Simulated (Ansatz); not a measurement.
Geometry optimisation, RKS B3LYP/def2-SVP in Ansatz 0.2.0.

input.yaml

```yaml
crystal:
  periodic: [false, false, false]
  atoms:
    - { symbol: Ge, position_ang: [0.0, 0.0, 0.0] }
    - { symbol: Cl, position_ang: [0.0, 0.0, 2.57] }
    - { symbol: H, position_ang: [1.4616, 0.0, -0.5162] }
    - { symbol: H, position_ang: [-0.73, 1.2648, -0.5162] }
    - { symbol: F, position_ang: [-0.7913, -1.3709, -0.5594] }
    - { symbol: Br, position_ang: [-2.5623, 0.0, 0.8514] }
    - { symbol: H, position_ang: [-1.4556, 0.0, 2.1355] }
basis:
  gaussian: { orbitals: def2-SVP }
hamiltonian:
  xc: b3lyp
relax:
  f_tol: 0.15
  max_steps: 25
  restrain:
    - { distance: [0, 5], at: 2.4, k: 30.0 }
    - { distance: [6, 1], at: 1.37, k: 30.0 }
    - { distance: [0, 1], at: 3.42, k: 30.0 }
    - { distance: [6, 5], at: 2.75, k: 30.0 }
```

Run as:

```bash
$ ansatz run input.yaml --threads 4 --pin off --max-ram 5120MiB --backend cpu --events-out ev --progress --plain --runs-dir out
```

Q: Where does it end, and by what steps?

A: It converged. The restraints hold the end off the free minimum; the threshold counts their pulls, which the force column leaves out. Restrained pairs: Ge1–Br6 (2.70 → 2.38 Å), Cl2–H7 (1.52 → 1.33 Å), Ge1–Cl2 (2.57 → 3.42 Å), Br6–H7 (1.70 → 2.75 Å). After 16 steps the energy has fallen by 2.213 eV (the restraints' own energy left out); H3 moved furthest, 1.60 Å.

```csv
step,energy less start (eV),largest force component (eV/Å),accepted
0,0.0000,2.404,yes
1,0.3117,2.683,yes
2,0.4311,2.907,yes
3,-0.0005,1.513,yes
4,-0.6316,1.368,yes
5,-1.1449,0.803,yes
6,-1.5085,1.100,yes
7,-1.8095,1.190,yes
8,-1.9518,1.252,yes
9,-2.0150,1.146,yes
10,-2.0578,1.342,yes
11,-2.0982,1.364,yes
12,-2.1741,1.013,yes
13,-2.2053,0.901,yes
14,-2.1905,1.270,no
15,-2.2058,1.034,yes
16,-2.2133,0.957,yes
```

```xyz
7
Properties=species:S:1:pos:R:3
Ge -0.454 -0.204 -0.336
Cl 0.222 0.895 2.836
H 0.618 -1.075 0.318
H -0.259 1.309 -0.436
F -0.655 -0.796 -1.962
Br -2.532 -0.636 0.749
H -1.017 0.402 2.796
```

Run time: 28 s on 4 threads of Intel(R) Xeon(R) Platinum 8488C (Sapphire Rapids) (shared host), peak memory 0.32 GiB.
